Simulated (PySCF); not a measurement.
Stepwise substitution at one centre (In H-OH). All species are isolated molecules in the gas phase. One relaxed conformer stands for each flexible species; it need not be the lowest. Strings in code marks are SMILES.

The HOMO from two functionals at the same geometries (B3LYP-D3(BJ)/def2-TZVP), both in PySCF: PBE-D3(BJ)/def2-TZVP and B3LYP-D3(BJ)/def2-TZVP. B3LYP has the VWN-RPA correlation part, as in Gaussian. 

```
species                                                                                 PBE-D3(BJ)/def2-TZVP (eV)
--------------------------------------------------------------------------------------  -------------------------
0 of 3 H replaced by OH                                                                                     -6.99
1 of 3 H replaced by OH (`[OH][InH2]`)                                                                      -6.66
2 of 3 H replaced by OH (`[InH]([OH])[OH]` (H–O–In–O torsion 0°, O–In–O–H torsion 0°))                      -6.65
3 of 3 H replaced by OH                                                                                     -6.95
```

Task: What does B3LYP-D3(BJ)/def2-TZVP give for each?

Result: 
- 0 of 3 H replaced by OH: -8.00
- 1 of 3 H replaced by OH (`[OH][InH2]`): -7.96
- 2 of 3 H replaced by OH (`[InH]([OH])[OH]` (H–O–In–O torsion 0°, O–In–O–H torsion 0°)): -8.04
- 3 of 3 H replaced by OH: -8.40
Over these rows, drawn at random from the members with no instability flagged (it was tested for open shells, ions and some series alone), PBE minus B3LYP-D3(BJ): mean +1.29 eV, from +1.01 eV to +1.45 eV.
